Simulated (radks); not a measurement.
Rh, 45 electrons, occupied as [Kr] 4d8 5s1. All-electron calculation, scalar-relativistic Kohn-Sham, LB94 model potential, spin-polarised, spherical densities, finite nucleus; open shells are filled with parallel spins first (spin-orbit coupling, left out, can overturn this in heavy ions); Fermi nuclear charge, rms radius 4.4945 fm. Program: a radial shooting solver on a logarithmic mesh with Libxc functionals.

X-ray form factor f0, the Fourier transform of the density (f0(0) = 45):

| sin(theta)/lambda (1/angstrom) | f0 (electrons) |
|---|---|
| 0.05 | 44.152 |
| 0.1 | 41.956 |
| 0.15 | 39.102 |
| 0.2 | 36.122 |
| 0.25 | 33.288 |
| 0.3 | 30.712 |
| 0.4 | 26.444 |
| 0.5 | 23.257 |
| 0.6 | 20.869 |
| 0.8 | 17.344 |
| 1 | 14.441 |
| 1.25 | 11.304 |
| 1.5 | 8.913 |
| 2 | 6.288 |
